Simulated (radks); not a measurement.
Values are calculated unless marked as measured or tabulated.
Charge is removed step by step from the 1s down level of He, starting from 1s(up 1, down 1). Code: a radial shooting solver on a logarithmic mesh with Libxc functionals. Model: non-relativistic Kohn-Sham, BLYP, spin-polarised, spherical densities, point nucleus.

| removed (e) | E - E(0) (eV) | eigenvalue (eV) |
|---|---|---|
| 0 | 0.000 | -15.915 |
| 0.125 | 2.129 | -18.152 |
| 0.25 | 4.539 | -20.421 |
| 0.375 | 7.235 | -22.706 |
| 0.5 | 10.216 | -24.985 |
| 0.625 | 13.480 | -27.237 |
| 0.75 | 17.023 | -29.432 |
| 0.875 | 20.831 | -31.452 |

The mean slope of the eigenvalue, de/dn, is 17.8 eV per electron.
